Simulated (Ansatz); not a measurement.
Program: Ansatz. Geometries: PBE0-D4/def2-TZVP. ΔE: electronic, gas phase. CCSD(T)/CBS is the MP2 limit (def2-TZVPP, def2-QZVPP) plus CCSD(T) − MP2 in def2-TZVPP, frozen cores. Functionals use def2-TZVPP. B3LYP here is the variant with VWN-RPA as its local correlation; programs differ in this. Each species was taken in one conformer, which may not be the lowest.

`O[SiH](O)[SiH](O)F` + `O[SiH](O)O` → `O[SiH](F)[Si](O)(O)O` + `O[SiH2]O`  (formal exchange of groups at the Si–Si bond)

| level | ΔE (kcal/mol) | difference from CCSD(T)/CBS |
| --- | --- | --- |
| PBE-D4 | -0.1 | 0.1 |
| r2SCAN-D4 | 0.1 | 0.3 |
| PBE0-D4 | -0.1 | 0.1 |
| B3LYP-D4 | -0.5 | -0.3 |
| ωB97X-V | -0.2 | 0.0 |
| ωB97M-V | -0.1 | 0.1 |
| B2PLYP | -0.2 | 0.0 |
| PBE | 0.2 | 0.4 |
| r2SCAN | 0.2 | 0.4 |
| PBE0 | 0.1 | 0.3 |
| B3LYP | -0.1 | 0.1 |
| HF/def2-TZVPP | -0.6 | -0.4 |
| MP2/def2-TZVPP | -0.3 | -0.1 |
| SCS-MP2/def2-TZVPP | -0.3 | -0.1 |
| CCSD/def2-TZVPP | -0.3 | -0.1 |
| CCSD(T)/def2-TZVPP | -0.2 | 0.0 |
| HF/def2-QZVPP | -0.6 | -0.4 |
| MP2/def2-QZVPP | -0.2 | 0.0 |
| SCS-MP2/def2-QZVPP | -0.3 | -0.1 |
| HF/CBS(def2) | -0.6 | -0.4 |
| MP2/CBS(def2) | -0.2 | 0.0 |
| CCSD/CBS(def2) | -0.2 | 0.0 |
| CCSD(T)/CBS | -0.2 | 0 |

Largest T1 diagnostic among the species: 0.013.

CCSD(T)/CBS has its own doubt, a few kJ/mol and more with outer-core shells, so smaller differences from it don't rank the levels.
